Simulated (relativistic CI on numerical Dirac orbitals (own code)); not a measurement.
# Co³⁺ (3d6) in a crystal field

Calculated by Dirac-Coulomb-Breit CI, orbitals from a KLI potential per configuration, model QED, valence Slater integrals scaled by 0.9, one configuration in a parametric crystal field (own radial code). With so little scaling, terms lie 10 to 35 % too far apart, which can change the order of excited levels.

Field parameters in Wybourne normalisation: D4h B²₀ = −7Ds, B⁴₀ = 21(Dq − Dt), B⁴₄ = 21√(5/14) Dq; Oh B⁴₀ = 21Dq, B⁴₄ = √(5/14) B⁴₀; Td as Oh with Dq negative (B⁴₀ = 21Dq, B⁴₄ = √(5/14) B⁴₀). The field is a parameter set, without covalency.

S is read from ⟨S²⟩ = S(S + 1).

Powder χT (cm³ K mol⁻¹) by Van Vleck's formula, with temperature-independent terms:

```
                                      Field       2 K      5 K     10 K     20 K    50 K   100 K  200 K  300 K
D4h, 10Dq = 8650, Ds = 2210, Dt = -190 cm⁻¹      3.15     3.19     3.26     3.39    3.69    3.87   3.88   3.81
 D4h, 10Dq = 23850, Ds = 270, Dt = 880 cm⁻¹       1.8     2.34      2.7        3    3.16     3.2   3.22   3.23
                      Oh, 10Dq = 14750 cm⁻¹      3.15     3.17     3.21      3.3    3.55    3.91   4.18   4.17
                      Oh, 10Dq = 20000 cm⁻¹  0.000594  0.00148  0.00297  0.00594  0.0148  0.0299  0.115  0.489
                      Td, 10Dq = -7550 cm⁻¹     0.409     1.02      1.9     2.71    3.18    3.26   3.29    3.3
                      Td, 10Dq = -9050 cm⁻¹      0.43     1.07     1.95     2.72    3.14    3.22   3.24   3.25
                     Td, 10Dq = -12300 cm⁻¹     0.452     1.12        2      2.7    3.08    3.15   3.17   3.18
                     Td, 10Dq = -14050 cm⁻¹     0.449     1.12     1.99     2.68    3.06    3.13   3.15   3.16
```

(1) For D4h, 10Dq = 8650, Ds = 2210, Dt = -190 cm⁻¹: what effective moment follows at 300 K?

Results:

(1) μ_eff = √(8χT) = 5.52 μB. The ground level has S = 2.00; the spin-only moment for S = 2 is 4.90 μB. The difference comes from the orbital moment, spin-orbit mixing of terms and temperature-independent paramagnetism, all larger in this ionic model than in covalent complexes.
